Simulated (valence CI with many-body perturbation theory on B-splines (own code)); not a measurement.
**Hyperfine factors and g values of Re⁷⁰⁺**

Computed by valence CI with perturbative core correlation (CI+MBPT): three valence electrons over a frozen Dirac-Fock core [He], radial functions for each j: 11 s, 11 p, 9 d, 7 f, 5 g, 2 h, 1 i, with the one-electron correlation potential Σ1, the two-electron term Σ2, the three-electron term Σ3, Breit, model QED; selected CI, second order for the rest (own B-spline code, finite nucleus).

No measured spectrum was set against this ion. As an estimate, large intervals hold to a few tenths of a per cent, small ones and those within an open d or f shell to about a per cent.

A/g_I is the dipole constant over the nuclear g factor μ/I (μ in nuclear magnetons, uniformly magnetised nucleus), B/Q the quadrupole constant per barn. Both hold the static response of the core; the bare values leave it out. Large factors of s and p1/2 electrons are usually good to 5 to 10 %; those of open d and f shells near neutrality can be off by tens of per cent, and small factors of p3/2, d and f electrons come from cancelling terms and can be off by a factor of two or in sign, in half-filled shells by more. B is blank for J = 1/2, where it vanishes, and for nearly pure S terms. Energies count from the lowest level.

Levels are named by their leading jj configuration (3d3/2^4 stands for four electrons in 3d with j = 3/2), which in mixed levels can hold well under half, so a name can repeat and another be missing. Letters in brackets count levels of one name in rising energy.

```csv
Level,E (Ry),g,A/g_I (MHz),A/g_I bare,B/Q (MHz/b),B/Q bare
(2s^2 2p1/2) J=1/2,0.00,0.614,8170000,8140000,,
(2s 2p1/2^2) J=1/2,20.41,2.021,2.47e+07,2.44e+07,,
(2s^2 2p3/2) J=3/2,114.34,1.296,894000,913000,1780000,1780000
(2s 2p1/2 2p3/2) J=3/2 [a],128.73,1.616,5880000,5840000,1400000,1400000
(2s 2p1/2 2p3/2) J=5/2,131.74,1.303,7120000,7080000,1550000,1560000
(2s 2p1/2 2p3/2) J=1/2,137.20,1.270,-9420000,-9270000,,
(2s 2p1/2 2p3/2) J=3/2 [b],137.35,0.972,28000,71400,889000,890000
(2p1/2^2 2p3/2) J=3/2,158.50,1.309,836000,875000,1720000,1720000
(2s 2p3/2^2) J=5/2,244.37,1.415,5700000,5670000,215000,215000
(2s 2p3/2^2) J=1/2,252.57,1.917,2.49e+07,2.47e+07,,
(2s 2p3/2^2) J=3/2,252.62,1.166,-3920000,-3830000,-166000,-166000
(2p1/2 2p3/2^2) J=3/2,269.12,1.431,-619000,-563000,84600,84700
(2p1/2 2p3/2^2) J=5/2,270.78,1.160,2320000,2340000,-5010,-5020
(2p1/2 2p3/2^2) J=1/2,275.13,0.614,8210000,8160000,,
(2p3/2^3) J=3/2,386.69,1.285,865000,902000,-1810000,-1810000
(2s^2 3s) J=1/2,806.27,1.980,7350000,7290000,,
(2s^2 3p1/2) J=1/2,813.01,0.657,2470000,2460000,,
(2s 2p1/2 3s) J=1/2 [a],819.93,2.348,1.41e+07,1.40e+07,,
(2s 2p1/2 3s) J=3/2,822.02,1.526,1.35e+07,1.33e+07,-126000,-126000
(2s 2p1/2 3s) J=1/2 [b],824.36,0.692,1.28e+07,1.27e+07,,
(2s 2p1/2 3p1/2) J=1/2 [a],825.60,0.260,-1420000,-1380000,,
(2s 2p1/2 3p1/2) J=3/2,827.74,1.082,1.19e+07,1.18e+07,-125000,-125000
(2s 2p1/2 3p1/2) J=1/2 [b],831.19,1.906,2.51e+07,2.49e+07,,
(2p1/2^2 3s) J=1/2,844.37,1.976,6950000,6880000,,
(2s^2 3p3/2) J=3/2,846.76,1.318,294000,300000,545000,545000
(2p1/2^2 3p1/2) J=1/2,849.69,0.642,2420000,2410000,,
(2s^2 3d3/2) J=3/2,851.15,0.784,177000,176000,103000,104000
(2s^2 3d5/2) J=5/2,860.03,1.194,554000,550000,157000,158000
(2s 2p1/2 3p3/2) J=3/2 [a],860.30,1.386,1130000,1130000,537000,538000
(2s 2p1/2 3p3/2) J=5/2,862.85,1.302,6300000,6250000,385000,385000
(2s 2p1/2 3p3/2) J=3/2 [b],862.99,1.241,3760000,3730000,209000,209000
(2s 2p1/2 3p3/2) J=1/2,863.33,1.334,-1.04e+07,-1.03e+07,,
(2s 2p1/2 3d3/2) J=3/2 [a],863.78,0.571,-2090000,-2060000,107000,108000
(2s 2p1/2 3d3/2) J=5/2,866.12,0.999,6670000,6610000,-11500,-10900
(2s 2p1/2 3d3/2) J=3/2 [b],867.48,1.151,6680000,6610000,110000,110000
(2s 2p1/2 3d3/2) J=1/2,867.77,0.437,-1.07e+07,-1.06e+07,,
(2s 2p1/2 3d5/2) J=5/2 [a],873.60,1.298,1560000,1540000,118000,119000
(2s 2p1/2 3d5/2) J=7/2,875.80,1.219,4800000,4750000,-16100,-15300
(2s 2p1/2 3d5/2) J=5/2 [b],876.69,1.074,533000,534000,201000,202000
(2s 2p1/2 3d5/2) J=3/2,876.74,1.120,-6280000,-6230000,59600,60100
```

(1) Take the isotope of mass number 187, with I = 5/2, μ = 3.209 μN and Q = 1.94 b. What is the hyperfine structure of (2s 2p1/2 2p3/2) J=1/2?

Results:

(1) From the table A = -1.21e+07 MHz. Shifts from the centre of gravity in MHz: F = 2: 2.12e+07, F = 3: -1.51e+07.
